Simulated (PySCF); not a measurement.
Computed properties of Mg(NH2)(SeH) (H3MgNSe), SMILES [SeH][Mg][NH2]

Mg(NH2)(SeH) (H3MgNSe), SMILES [Mg]([NH2])[SeH]. The structure is a stationary point at B3LYP-D3(BJ)/def2-TZVP. Other conformers were not sampled. All values are computed for the isolated molecule unless a solvent is named; none is compared with measurement here.

**Structure.** The optimised structure has Cs symmetry. All 12 harmonic modes at B3LYP-D3(BJ)/def2-TZVP (PySCF) are real, so it is a minimum. With heavy atoms numbered as in [Mg:1]([NH2:2])[SeH:5], the shortest bond between them is Mg1–N2 at 1.883 Å and the longest Mg1–Se5 at 2.426 Å.

**Vibrations.** The strongest infrared lines (harmonic, unscaled, degenerate partners summed) lie at 729 cm⁻¹ (121 km/mol, Mg 49 %, N 44 %), 301 cm⁻¹ (119 km/mol, H 83 %, N 17 %), 535 cm⁻¹ (64 km/mol, H 81 %, N 15 %). The softest mode is at 108 cm⁻¹ and the zero-point energy is 19.7 kcal/mol.

**Electronic structure.** r2SCAN/def2-TZVPD (PySCF) places the frontier levels at -5.47 and -1.47 eV, a gap of 4.00 eV, and gives a dipole moment of 1.71 D and a mean polarisability of 68.8 bohr³.

**Excitations.** TDDFT-ωB97X/def2-SVPD (PySCF) has S1 at 4.60 eV (269 nm, f = 0.062, bright); the most intense of the 10 singlets computed lies at 6.39 eV (f = 0.32). T1 (TDA) is at 4.46 eV. No vertical singlet excitation falls in the visible range (under 3.1 eV).

**NMR.** GIAO shifts at B3LYP/pcSseg-2 (PySCF) (non-relativistic, atoms alike by connectivity averaged): ¹H from -1.1 to -0.3 ppm against TMS.
